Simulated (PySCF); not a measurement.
H7N3Si.

```xyz
11

Si     0.3364    -0.0785     0.0000
N     -0.2310    -0.6796    -1.5204
N     -0.2310    -0.6796     1.5204
N     -0.1564     1.5731     0.0000
H      1.7892    -0.4457     0.0000
H      0.1656    -1.5283    -1.9061
H     -1.2049    -0.5770    -1.7833
H      0.1656    -1.5283     1.9061
H     -1.2049    -0.5770     1.7833
H     -0.0453     2.1287    -0.8394
H     -0.0453     2.1287     0.8394
```
Charge 0, spin multiplicity 1.

Coordinates come from a PBE0-D3(BJ)/def2-SVP optimisation. The values are those of a single conformer.

Calculation: PBE0/pcSseg-1 run with PySCF. Non-relativistic, no solvent.

Computed absolute GIAO shielding of each atom: isotropic value and principal components (ppm):
```
atom  σ(iso)    σ11    σ22    σ33   span
----  ------  -----  -----  -----  -----
Si1    391.7  344.3  381.6  449.2  105.0
N2     230.6  203.8  223.3  264.6   60.8
N3     230.6  203.8  223.3  264.6   60.8
N4     244.3  198.6  267.0  267.3   68.7
H5      26.7   23.4   24.4   32.2    8.8
H6      30.8   24.7   26.2   41.6   16.8
H7      30.8   24.5   27.1   40.8   16.4
H8      30.8   24.7   26.2   41.6   16.8
H9      30.8   24.5   27.1   40.8   16.4
H10     31.1   23.7   27.4   42.2   18.5
H11     31.1   23.7   27.4   42.2   18.5
```
